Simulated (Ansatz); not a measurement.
C₂H₈BGaSi (`B[Si]1([GaH2])CC1`) at its PBE0-D4/def2-TZVP geometry, where that method's forces vanish. The species carries charge 0 and has multiplicity 1.

```xyz
13

B     1.5240    0.7075   -1.4955
Si   -0.0196    0.1708   -0.4280
Ga   -2.3493    0.1675   -0.8116
C     0.5100   -1.1278    0.9245
C     0.4189    0.2244    1.4697
H     1.4479    1.1518   -2.6023
H     2.6108    0.5827   -1.0055
H    -3.2748   -0.3618    0.3488
H    -3.0085    0.6599   -2.1489
H     1.4898   -1.5595    0.7601
H    -0.2637   -1.8420    1.1814
H     1.3338    0.7590    1.6948
H    -0.4191    0.4676    2.1125
```

**Question.** What forces (eV/Å) does B3LYP-D4/def2-TZVPP give on these atoms in the Gaussian-basis code of Ansatz? (Estimate.)

**Answer.** The calculation gave: 
```
B1   0.097  0.040 -0.076
Si2  0.008  0.081 -0.199
Ga3 -0.051  0.004 -0.020
C4   0.042 -0.247  0.032
C5   0.016  0.159  0.194
H6   0.012 -0.049  0.120
H7  -0.116  0.017 -0.064
H8  -0.001  0.005 -0.013
H9  -0.006 -0.005  0.012
H10 -0.079  0.015  0.034
H11  0.075  0.038 -0.004
H12 -0.074 -0.041  0.011
H13  0.079 -0.017 -0.026
```

B3LYP here is the variant with VWN-RPA as its local correlation; programs differ in this.
